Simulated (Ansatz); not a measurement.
One change: `C#C[O][GeH2][CH3]` becomes `C#CO[SiH3]`.

Ansatz, PBE0-D4/def2-TZVP geometries, multiplicity 1. Each molecule was computed in one conformer, which needn't be the lowest.

Scalar relativity is left out up to krypton.

```csv
property,`C#C[O][GeH2][CH3]`
HOMO–LUMO gap (PBE/def2-TZVPP) / eV,4.59
LUMO energy (ωB97M-V/def2-TZVPP) / eV,1.83
LUMO energy (PBE0/def2-TZVPP) / eV,-0.01
size of the dipole moment (B3LYP/def2-TZVPP) / D,3.09
HOMO–LUMO gap (PBE0/def2-TZVPP) / eV,6.77
LUMO energy (PBE/def2-TZVPP) / eV,-0.93
```

**Question.** Give the same properties after the change, and the shifts. (Estimate.)

**Answer.** The calculation gave: 
```json
{"property": "HOMO–LUMO gap (PBE/def2-TZVPP) / eV", "`C#CO[SiH3]`": "4.76", "shift": "0.17"}
{"property": "LUMO energy (ωB97M-V/def2-TZVPP) / eV", "`C#CO[SiH3]`": "1.34", "shift": "-0.49"}
{"property": "LUMO energy (PBE0/def2-TZVPP) / eV", "`C#CO[SiH3]`": "-0.38", "shift": "-0.37"}
{"property": "size of the dipole moment (B3LYP/def2-TZVPP) / D", "`C#CO[SiH3]`": "1.64", "shift": "-1.45"}
{"property": "HOMO–LUMO gap (PBE0/def2-TZVPP) / eV", "`C#CO[SiH3]`": "6.92", "shift": "0.15"}
{"property": "LUMO energy (PBE/def2-TZVPP) / eV", "`C#CO[SiH3]`": "-1.28", "shift": "-0.35"}
```

With PBE0 the HOMO falls by 0.52 eV and the LUMO falls by 0.37 eV, so the gap widens by about 0.15 eV. PBE moves the HOMO by -0.52 eV and ωB97M-V by -0.54 eV. Dipoles are sizes alone; their direction can turn.

B3LYP here is the variant with VWN-RPA as its local correlation; programs differ in this.
